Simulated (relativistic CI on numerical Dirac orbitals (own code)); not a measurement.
## Ru⁵⁺: L-alpha,beta X-ray emission

Computed with this model: Dirac-Coulomb-Breit CI, separate exchange-only KLI orbitals for each configuration, model QED (radiative potential, 1s self-energy scaled to tabulated hydrogen-like ionisation energies), valence Slater integrals scaled by 0.8, multiplet model of X-ray emission after core ionisation; configurations [Kr] 4d3 → [He] 2s2 2p5 3s2 3p6 3d10 4s2 4p6 4d3 → [Ar] 3d9 4s2 4p6 4d3; 80 K; Lorentzian 2 eV and Gaussian 0.6 eV FWHM. Energies are those of the free ion, without screening or charge transfer. S is read from ⟨S²⟩ = S(S + 1).

free ion: ground-state S = 1.48, centroid 2603.21 eV. Peaks (eV, height): 2561.0 (100), 2686.2 (45).

Strongest unbroadened transitions for free ion:

```tsv
Energy (eV)	Relative strength
2560.48	29.3
2560.55	12.8
2560.63	14.0
2560.66	37.3
2560.86	17.0
2560.92	32.6
2561.00	26.1
2561.02	64.1
2561.08	13.9
2561.12	62.1
2561.20	23.6
2561.21	86.7
2561.25	57.1
2686.00	100.0
2686.07	12.8
2686.25	13.5
2686.76	31.4
2687.34	16.9
```
